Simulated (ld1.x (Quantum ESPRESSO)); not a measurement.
## Transferability test, ultrasoft potential for silicon (Si)

Si (Z = 14), ultrasoft, made with ld1.x (Quantum ESPRESSO) 7.5 (LDA (PZ), scalar-relativistic). Core [Ne], reference 3s2 3p0.5 (charge +1.5). Waves: 3s (bound): rcut 1.15, rcutus 1.60 bohr; 3s channel at 0.45 Ry: rcut 1.15, rcutus 1.60 bohr; 3p (bound): rcut 1.35, rcutus 1.85 bohr; 3p channel at -0.25 Ry: rcut 1.35, rcutus 1.85 bohr; 3d channel at -0.05 Ry: rcut 1.60, rcutus 1.85 bohr; 3d channel at 0.35 Ry: rcut 1.60, rcutus 1.85 bohr. Local part: all-electron potential smoothed inside 1.60 bohr (lloc = -2). Core correction: Bessel-smoothed model core inside 1.00 bohr. Augmentation charge: PSQ, inside the norm-conserving radii.

Energies are relative to the spin-unpolarised reference configuration 3s2 3p0.5; without spin polarisation the order of configurations can differ from experiment. Spin-polarised rows fill each open shell by Hund’s rule, majority spin first.

```csv
valence configuration,charge,ΔE all-electron (eV),error AE − PS (meV)
3s2 3p2,0,-14.772,+2.3
3s2 3p1,+1,-6.943,+0.6
3s2 3p0,+2,9.171,-0.2
3s0 3p4,0,-0.992,-3.3
3s1 3p2,+1,0.470,-1.0
3s1 3p0,+3,43.316,-29
3s2 3p0.5 (spin-polarised),+1.5,-0.059,-0.2
3s2 3p2 (spin-polarised),0,-15.383,+1.4
```

(1) What are ΔE and the potential's error for 3s1 3p3?

Levels in the configuration 3s1 3p2:

```csv
level,all-electron (eV),pseudo (eV)
3s,-19.845,-19.856
3p,-12.375,-12.380
```

Answers

(1) ΔE = -7.965 eV all-electron; the error (AE − PS) is +3.0 meV.
